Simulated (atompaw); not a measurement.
u(r) = r·R(r): atom against pseudo-atom (Cl)

Columns: radius, all-electron u(r) and pseudo u(r) of the 3s shell (level -21.17 eV) of chlorine in the configuration [Ne] 3s1 3p6; PBE, non-relativistic, PAW (atompaw) scheme, atompaw 4.2.0.5.

```
r (bohr)  all-electron  pseudo
   0.062        0.2197  0.0865
   0.123       -0.0064  0.1707
   0.185       -0.2530  0.2546
   0.246       -0.3985  0.3345
   0.308       -0.4381  0.4123
   0.369       -0.3930  0.4849
   0.431       -0.2902  0.5539
   0.492       -0.1568  0.6167
   0.554       -0.0071  0.6747
   0.615        0.1410  0.7260
   0.677        0.2837  0.7718
   0.738        0.4114  0.8106
   0.800        0.5254  0.8438
   0.862        0.6226  0.8706
   0.923        0.7018  0.8911
   0.985        0.7664  0.9060
   1.046        0.8151  0.9152
   1.108        0.8507  0.9194
   1.169        0.8736  0.9188
   1.231        0.8860  0.9137
   1.292        0.8889  0.9047
   1.354        0.8840  0.8919
   1.415        0.8726  0.8759
   1.477        0.8556  0.8566
   1.538        0.8345  0.8347
   1.600        0.8097  0.8097
```

**Question.** How many radial nodes do the two functions have?

**Answer.** The all-electron 3s function has n − l − 1 = 2; the pseudo-wave has 0, since the states of the same l below it are removed with the core.

**Question.** Is the pseudo-wave norm-conserving?

**Answer.** No, it belongs to a PAW set: the norm inside the radius is not constrained, and the difference is carried by the augmentation charge.
